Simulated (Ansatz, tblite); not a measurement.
Cost and result up the ladder for SbMe2I (C₂H₆ISb) (10 atoms). The state is a singlet with charge 0. Geometry: B3LYP-D4/def2-SVP.

```xyz
10

Sb   -0.840    0.848    0.604
C    -0.874   -0.092   -1.373
H     0.154   -0.239   -1.732
H    -1.425    0.548   -2.076
H    -1.384   -1.064   -1.288
C     0.664   -0.535    1.389
H     1.053   -0.153    2.343
H     1.486   -0.640    0.668
H     0.185   -1.513    1.555
I     0.981    2.840   -0.090
```

Ansatz on 2 threads of Arm Neoverse V2 on a shared host; xTB runs through tblite on one thread. Times are rough, summed over both states, and most runs start from the orbitals of an earlier one. PBE0-D4/def2-TZVP serves as the yardstick here, not as an exact answer. The other state is a triplet.

In the def2 sets I, Sb take a core potential; there is no spin–orbit coupling. The xTB rows come from tblite.

xTB has no spin-polarisation term.

```tsv
level	functions	wall time	vertical triplet (eV)	difference from PBE0-D4/def2-TZVP (eV)
GFN2-xTB	32	0.009 s	3.83	0.63
GFN1-xTB	38	0.01 s	4.63	1.42
PBE-D4/def2-TZVP	198	10 s	3.09	-0.11
PBE0-D4/def2-TZVP	198	20 s	3.20	0.00
r2SCAN-D4/def2-TZVP	198	24 s	3.13	-0.07
```
